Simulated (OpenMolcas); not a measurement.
**Levels of neutral tantalum by method**

```json
{
  "Program": "OpenMolcas",
  "Basis": "ANO-RCC-VTZP [8s7p5d3f2g1h]",
  "Scalar Hamiltonian": "DKH2, point nucleus",
  "Active space": "5 electrons in 6 orbitals (5d 6s)",
  "State averaging": "2S+1 = 4 even, 50 roots; 2S+1 = 6 even, 6 roots kept (CI in the orbitals of an earlier block); 2S+1 = 2 even, 98 roots kept (CI in the orbitals of an earlier block)",
  "Spin-orbit coupling": "state interaction with AMFI integrals over the reference wave functions, term energies averaged over their components"
}
```

Methods on the same reference wave functions:
A. CASSCF
B. SS-CASPT2, IPEA 0.25 Eh, imaginary shift 0.1 Eh (closed shells correlated: 5s 5p)
C. MS-CASPT2, IPEA 0.25 Eh, imaginary shift 0.1 Eh (closed shells correlated: 5s 5p)
D. XMS-CASPT2, IPEA 0.25 Eh, imaginary shift 0.1 Eh (closed shells correlated: 5s 5p)

Energies in cm-1 above 5d3 6s2 4F 3/2, the measured ground level; measured values from NIST Handbook of Basic Atomic Spectroscopic Data.

```json
{"Level": "5d3 6s2 4F 3/2", "A": "0.0", "B": "0.0", "C": "0.0", "D": "0.0", "Measured": "0.0"}
{"Level": "5d4 6s 6D 1/2 [71 %]", "A": "1413", "B": "8950", "C": "8930", "D": "11310", "Measured": ""}
{"Level": "5d3 6s2 4F 5/2", "A": "1764", "B": "1816", "C": "1858", "D": "1860", "Measured": "2010"}
{"Level": "5d3 6s2 4F 7/2", "A": "3498", "B": "3650", "C": "3790", "D": "3810", "Measured": "3964"}
{"Level": "5d4 6s 6D 5/2", "A": "3659", "B": "10360", "C": "10520", "D": "12990", "Measured": ""}
{"Level": "5d3 6s2 4F 9/2 [67 %]", "A": "4830", "B": "5180", "C": "5470", "D": "5560", "Measured": "5621"}
{"Level": "5d4 6s 6D 7/2", "A": "5029", "B": "11220", "C": "11610", "D": "14110", "Measured": ""}
{"Level": "5d3 6s2 4P 1/2 [73 %]", "A": "5644", "B": "4880", "C": "5650", "D": "7190", "Measured": "6049"}
{"Level": "5d3 6s2 4P 3/2 [68 %]", "A": "5881", "B": "5640", "C": "5830", "D": "7120", "Measured": "6069"}
{"Level": "5d4 6s 6D 9/2 [71 %]", "A": "6607", "B": "12600", "C": "12860", "D": "15350", "Measured": ""}
{"Level": "5d3 6s2 4P 5/2", "A": "8029", "B": "8620", "C": "8490", "D": "9890", "Measured": "9253"}
{"Level": "5d3 6s2 2G 7/2", "A": "10841", "B": "10140", "C": "10580", "D": "11860", "Measured": ""}
{"Level": "5d3 6s2 2G 9/2 [54 %]", "A": "11982", "B": "11160", "C": "11700", "D": "12760", "Measured": ""}
{"Level": "5d3 6s2 2D 5/2(1)", "A": "13092", "B": "12860", "C": "13280", "D": "14950", "Measured": ""}
{"Level": "5d3 6s2 2P 1/2", "A": "13516", "B": "11450", "C": "11770", "D": "13200", "Measured": ""}
{"Level": "5d3 6s2 2H 9/2 [62 %]", "A": "16734", "B": "15970", "C": "16390", "D": "17620", "Measured": ""}
{"Level": "5d3 6s2 2H 11/2", "A": "16944", "B": "16120", "C": "16550", "D": "17550", "Measured": ""}
{"Level": "5d4 6s 4H 7/2 [59 %]", "A": "17949", "B": "21780", "C": "22210", "D": "25510", "Measured": ""}
{"Level": "5d3 6s2 2F 5/2", "A": "18318", "B": "17980", "C": "18390", "D": "20940", "Measured": ""}
{"Level": "5d3 6s2 2F 7/2", "A": "18447", "B": "18150", "C": "18560", "D": "21030", "Measured": ""}
{"Level": "5d4 6s 4H 9/2 [58 %]", "A": "18507", "B": "22330", "C": "22740", "D": "26040", "Measured": ""}
{"Level": "5d4 6s 4H 11/2", "A": "19490", "B": "23540", "C": "23970", "D": "27290", "Measured": ""}
```

Deviations, from unrounded energies. A percentage is the sum of absolute deviations over the sum of measured energies, with the sign that they share, or ± where signs differ.

| Against measurement | Levels | A | B | C | D |
| --- | --- | --- | --- | --- | --- |
| mean absolute deviation (cm-1) | 6 | 550 | 530 | 320 | 530 |
| fine structure of the ground term (%) | 3 | -13.0 | -8.2 | -4.2 | -3.1 |
| other terms of the ground configuration (%) | 3 | -8.5 | -10.4 | -6.6 | +13.2 |

C lies closest to measurement on these levels and A furthest from it. The largest miss of C in the table is 5d3 6s2 4P 5/2, by -770 cm-1. The ranking rests on the paired levels alone, and a cruder setting can come out closer through cancelling errors.

Among B to D the level of the table that moves most is 5d4 6s 4H 11/2, by 3700 cm-1 (lowest in B, highest in D). Moves below CASPT2's spread within the term are not significant.

The mean deviations of B to D differ by less than CASPT2's widest spread within a term (1500 cm-1), so their order carries little weight.

From A to B the spin-free energies of the other terms of 5d3 6s2 shown, above 4F, scale by factors of 0.76 to 1.31.

The lowest spin-free term lies below A's lowest term by 0.333 hartree in B, 0.334 hartree in C, 0.350 hartree in D.

CASPT2 breaks the degeneracy within a term, and the mean is taken; among the terms shown or strongly mixed into the levels shown the widest spread is 1500 cm-1 (5d3 6s2 4F, D). Over all roots computed the reference weight is 0.88 to 0.93 in B, 0.88 to 0.93 in C, 0.85 to 0.92 in D; the roots of lowest weight are the least certain, and an intruder state may touch them. Terms from blocks run as CI alone lack orbitals of their own. Configurations are named by rounded mean occupations; where the s occupation lies near a half they are strongly mixed, a name can repeat and a true partner stay unpaired. A single d shell beside an s shell can misplace configurations of different d count against each other. The CASPT2 spread within a term exceeds the gap to the next term for 5d4 6s 4F and 5d4 6s 4G, so the order of their levels is uncertain, and so are names and mixing where such terms share a J (figures for C; the like holds for D). Without dynamic correlation excited terms often stand tens of per cent too high (terms of higher spin than the ground term too low), and those without a measured partner can miss by more than the paired ones (holds for A). Some terms miss by over 15 % even with CASPT2, which points to a basis or an active space too small for the shells correlated (holds for B; D). Blocks of more than 70 roots (2S+1 = 2 even) ran without multistate coupling (holds for C). Computed and measured levels are paired by configuration, term and J; levels that our copy of the source lacks, or whose pairing is in doubt (as where it misses far off the trend of its configuration), stay unpaired and out of the deviations. Only configurations of the active space appear. The table leaves out levels that lie high or whose names do not pair safely across all columns.

A share in square brackets marks a mixed level and gives the weight of the term that names it, the lowest over the columns. A number in round brackets counts repeated terms of one configuration in the order of the reference energies.
